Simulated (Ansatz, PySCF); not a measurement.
Molecule: sum formula SnOCl, charge 0, multiplicity 2. It need not be the lowest isomer of its formula. 
Structure (B3LYP-D3(BJ)/def2-TZVP (Ansatz, an electronic-structure program) minimum search):
SMILES: [O]=[Sn][Cl]
```xyz
3

Sn    -0.2985     0.3977    -0.2587
O     -1.4152    -1.2513    -0.2981
Cl     1.5439    -0.5808     0.9012
```
Charge 0, spin multiplicity 2.

Dipole moments at this geometry, in debye (magnitudes).

```csv
level,program,dipole (D)
HF/def2-TZVPD,PySCF,3.48
BLYP/def2-TZVPD,PySCF,3.38
revPBE/def2-TZVPD,Ansatz,3.28
M06-L/def2-TZVPD,PySCF,3.25
B3LYP/def2-TZVPD,Ansatz,___
PBE0/def2-TZVPD,Ansatz,3.29
BHLYP/def2-TZVPD,Ansatz,3.49
TPSSh/def2-TZVPD,PySCF,3.22
HSE06/def2-TZVPD,Ansatz,3.29
CCSD(T)/def2-SVPD,Ansatz,___
```

Complete the blanks.


- B3LYP/def2-TZVPD, dipole (D): 3.38
- CCSD(T)/def2-SVPD, dipole (D): 3.32
